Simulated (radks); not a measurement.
Spherical jellium clusters: N electrons in a uniform positive sphere of charge N and radius rs N^(1/3), rs = 4.61 bohr. Calculated with a radial shooting solver with Libxc functionals: non-relativistic Kohn-Sham, LDA (Slater exchange, Perdew-Wang correlation), spin-polarised, spherical densities. Levels are named by radial order and angular momentum (1s, 1p, 1d, 2s, ...), and open shells are averaged over m.

N = 26, configuration 1s2 1p6 1d10 2s2 1f(up 6, down 0). This is the lowest configuration that the search found. Occupied and some empty levels:

| level | occupation | eigenvalue (eV) | <r> (bohr) |
|---|---|---|---|
| 1s up | 1 | -4.4540 | 8.612 |
| 1s down | 1 | -4.2777 | 8.078 |
| 1p up | 3 | -3.9814 | 9.927 |
| 1p down | 3 | -3.7390 | 9.702 |
| 1d up | 5 | -3.3511 | 10.81 |
| 1d down | 5 | -3.0779 | 10.75 |
| 2s up | 1 | -2.9323 | 8.313 |
| 2s down | 1 | -2.8077 | 8.633 |
| 1f up | 6 | -2.5871 | 11.56 |
| 1f down | 0 | -2.3044 | 11.60 |
| 2p up | 0 | -1.9908 | 9.963 |
| 2p down | 0 | -1.8629 | 10.08 |
| 1g up | 0 | -1.7141 | 12.27 |
| 1g down | 0 | -1.4377 | 12.40 |
| 2d up | 0 | -1.0864 | 11.98 |
| 2d down | 0 | -0.95161 | 12.16 |

Energy (eV): total -48.6409, kinetic 35.773, external -1604.3, Hartree 797.07, exchange-correlation -85.334, background 808.15.
